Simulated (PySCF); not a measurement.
Computed properties of C₂H₁₄N₂O₂Si₃, SMILES [SiH2](O[SiH2]N(C)C)O[SiH2]N

C₂H₁₄N₂O₂Si₃, SMILES CN(C)[SiH2]O[SiH2]O[SiH2]N. Geometry: PBE0-D3(BJ)/def2-SVP. This is a generated structure with no PubChem entry under its InChIKey; it may be hypothetical. Other conformers were not sampled. All values are computed for the isolated molecule unless a solvent is named; none is compared with measurement here.

**Structure.** All 63 harmonic modes at PBE0-D3(BJ)/def2-SVP (PySCF) are real, so it is a minimum. With heavy atoms numbered as in [SiH2:1]([NH2:2])[O:3][SiH2:4][O:5][SiH2:6][N:7]([CH3:8])[CH3:9], the shortest bond between them is N7–C9 at 1.441 Å and the longest Si6–N7 at 1.732 Å.

**Vibrations.** The strongest infrared lines (harmonic, unscaled, degenerate partners summed) lie at 1092 cm⁻¹ (503 km/mol, O 79 %, Si 18 %), 936 cm⁻¹ (480 km/mol, H 83 %, Si 14 %), 939 cm⁻¹ (437 km/mol, H 87 %, Si 10 %). The softest mode is at 27 cm⁻¹ and the zero-point energy is 108.3 kcal/mol.

**Electronic structure.** M06-2X/def2-SVP (PySCF) places the frontier levels at -7.77 and 1.91 eV, a gap of 9.68 eV, and gives a dipole moment of 1.47 D and a mean polarisability of 103.1 bohr³.

**Excitations.** TDA-B3LYP/def2-SVP (PySCF) has S1 at 6.27 eV (198 nm, f = 0.029, weak); the most intense of the 6 singlets computed lies at 7.07 eV (f = 0.06). T1 (TDA) is at 5.99 eV, 0.28 eV under S1. No vertical singlet excitation falls in the visible range (under 3.1 eV).

**NMR.** GIAO shifts at PBE0/pcSseg-1 (PySCF) (non-relativistic, atoms alike by connectivity averaged): ¹³C at 39.3 ppm against TMS; ¹H from 1.4 to 5.3 ppm against TMS; ²⁹Si from -41.6 to -26.1 ppm against TMS.
